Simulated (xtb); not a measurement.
xtb input (GFN2-xTB):

```bash
xtb mol.xyz --gfn 2 --ohess tight --chrg -1 --uhf 0
```
mol.xyz:
```
7

C      1.93501174     0.29328732     0.41272305
Ge     0.15449521    -0.03315176     0.01546889
F     -0.78481699     1.50554024    -0.32946361
F     -0.61355333    -0.93529759    -1.30801247
F     -0.84525192    -0.73219705     1.27125085
H      2.35809550     0.83315621    -0.38850604
H      2.39445140    -0.66033676     0.63727613
```

End of the output:

```
   ------------------------------------------------------------------------

         :::::::::::::::::::::::::::::::::::::::::::::::::::::
         ::                  THERMODYNAMIC                  ::
         :::::::::::::::::::::::::::::::::::::::::::::::::::::
         :: total free energy         -19.622599415023 Eh   ::
         ::.................................................::
Note: The following floating-point exceptions are signalling: IEEE_DENORMAL
normal termination of xtb
         :: total energy              -19.615649696424 Eh   ::
         :: zero point energy           0.026086419751 Eh   ::
         :: G(RRHO) w/o ZPVE           -0.033036138350 Eh   ::
         :: G(RRHO) contrib.           -0.006949718599 Eh   ::
         :::::::::::::::::::::::::::::::::::::::::::::::::::::

optimized geometry written to: xtbopt.xyz

           -------------------------------------------------
          | TOTAL ENERGY              -19.615649696424 Eh   |
          | TOTAL ENTHALPY            -19.580458623477 Eh   |
          | TOTAL FREE ENERGY         -19.622599415023 Eh   |
          | GRADIENT NORM               0.000296394382 Eh/α |
          | HOMO-LUMO GAP               4.036867708455 eV   |
           -------------------------------------------------

------------------------------------------------------------------------
------------------------------------------------------------------------
 total:
 SCF:
 ANC optimizer:
 analytical hessian:
```

It need not be the lowest isomer of its formula. Whether it binds its extra electron was not tested at this geometry.
